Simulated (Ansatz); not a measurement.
`N[AsH]S` + H₂ → `N[AsH2]` + H₂S at 298.15 K and 1 bar (hydrogenolysis of the As–S bond).

Program: Ansatz. Geometries: PBE0-D4/def2-TZVP. ΔE: electronic, gas phase. CCSD(T)/CBS is the MP2 limit (def2-TZVPP, def2-QZVPP) plus CCSD(T) − MP2 in def2-TZVPP, frozen cores. This one scheme is used for every species. For As outer-core shells are correlated without core-valence functions, which leaves a few kJ/mol of doubt a bond. Scalar relativity is left out up to krypton. Each species was taken in one conformer, which may not be the lowest.

```
  species  CCSD(T)/CBS energy (Eh)  H − E (kJ/mol)  S (J/(mol·K))
`N[AsH]S`              -2689.90174           131.5          314.8
       H₂                 -1.17544            35.1          130.4
`N[AsH2]`              -2292.09958           122.1          266.6
      H₂S               -398.97279            49.9          205.7
```

H − E and S are ideal-gas, rigid-rotor, harmonic terms from PBE0-D4/def2-TZVP, for one conformer and one mirror image of each species. The MP2-based limit puts H₂ 0.8 mEh under its directly extrapolated value; such offsets cancel only in part. 1 Eh = 2625.50 kJ/mol, R = 8.31446 J/(mol·K).

**Question.** By hand: ΔE, ΔH, ΔS and ΔG.

**Answer.** ΔE = (-2292.09958) + (-398.97279) − (-2689.90174) − (-1.17544) = 0.00481 Eh = 12.6 kJ/mol. Δ(H − E) = 122.1 + 49.9 − 131.5 − 35.1 = 5.4, so ΔH = 18.0 kJ/mol. ΔS = 266.6 + 205.7 − 314.8 − 130.4 = 27.1 J/(mol·K). ΔG = 18.0 − 298.15 × (27.1)/1000 = 9.9 kJ/mol.

**Question.** By hand: the equilibrium constant, and the temperature at which ΔG would vanish if ΔH and ΔS stayed fixed.

**Answer.** log₁₀ K = −ΔG/(RT ln 10) = -1.7. ΔG = 0 at ΔH/ΔS = 664 K.

TΔS isn't small against ΔH here. A doubt of 5 kJ/mol in ΔE shifts log₁₀ K by 0.9 here. Other conformers and mirror images would add mixing entropy, several J/(mol·K) or more a flexible species. These are equilibria of isolated gas molecules and say nothing of rates. Largest T1 diagnostic: 0.011 (customary marks: 0.02 for closed shells, 0.045 for open ones).
